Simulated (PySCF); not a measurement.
Zn(OH)2 cation (H₂O₂Zn), SMILES [OH][Zn][OH] (connectivity only; charge and spin as stated), charge +1, multiplicity 2. Atoms are numbered in the order given.

```xyz
5

Zn     0.0000     0.0000     0.0152
O      0.0000     1.7614    -0.1101
H      0.0000     2.3642     0.6526
O      0.0000    -1.7614    -0.1101
H      0.0000    -2.3642     0.6526
```
Charge +1, spin multiplicity 2.

Geometry: ωB97X-D3(BJ)/def2-TZVP. A frequency run showed that this geometry is not a minimum. The spin state was assumed, not searched. The isomer is the one that the SMILES or the coordinates give; other isomers of the formula were not compared. The values are those of a single conformer.

All values below come from M06-2X/def2-TZVPD (PySCF).

Mulliken values depend strongly on the basis, most of all with diffuse functions as here. ESP charges are fitted to the potential on shells at 1.4 to 2.0 van der Waals radii. Atomic charges (e):

```json
[
 {"atom": "Zn1", "Mulliken": "0.92", "ESP fit": "…", "meta-Löwdin": "1.55", "Mulliken spin": "-0.08"},
 {"atom": "O2", "Mulliken": "-0.39", "ESP fit": "…", "meta-Löwdin": "-0.68", "Mulliken spin": "0.57"},
 {"atom": "H3", "Mulliken": "0.43", "ESP fit": "…", "meta-Löwdin": "0.41", "Mulliken spin": "-0.03"},
 {"atom": "O4", "Mulliken": "-0.39", "ESP fit": "…", "meta-Löwdin": "-0.68", "Mulliken spin": "0.57"},
 {"atom": "H5", "Mulliken": "0.43", "ESP fit": "…", "meta-Löwdin": "0.41", "Mulliken spin": "-0.03"}
]
```

What belongs in the gaps? (The exact figures need the calculation; the answer reports its results.)


- Zn1, ESP fit: 1.00
- O2, ESP fit: -0.38
- H3, ESP fit: 0.38
- O4, ESP fit: -0.38
- H5, ESP fit: 0.38
